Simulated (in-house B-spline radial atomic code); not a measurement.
A fraction x of an electron is added to 3p in S, starting from [Ne] 3s2 3p4 and keeping the highest spin. Computed with an all-electron radial atomic-structure program (B-spline basis): non-relativistic M06-L, spin-polarised, spherical fractional occupations, point nucleus.

```csv
x,E(x) - E(0) (eV),3p down level (eV)
0,0.0000,-5.748
0.1,-0.5364,-4.982
0.2,-0.9969,-4.232
0.3,-1.3830,-3.492
0.4,?,?
0.5,?,?
0.6,-2.1017,-1.310
0.7,-2.1975,-0.608
```

(1) What belongs in the row x = 0.4?

(2) What belongs in the row x = 0.5?

(3) Check Janak's theorem between x = 0.1 and 0.2.

(4) Up to what added charge does this functional bind the extra electron?

## Answers

(1) An energy change of -1.6955 eV; 3p down at -2.758 eV.

(2) An energy change of -1.9348 eV; 3p down at -2.030 eV.

(3) The slope of the energy is -4.60 eV; the orbital levels give -4.61 eV (ε of the filling orbital, averaged over the two points).

(4) The highest level rises by about 7 eV per electron near x = 0.7 and would reach zero near x = 0.79, so a whole extra electron isn't bound at the basis-set limit.
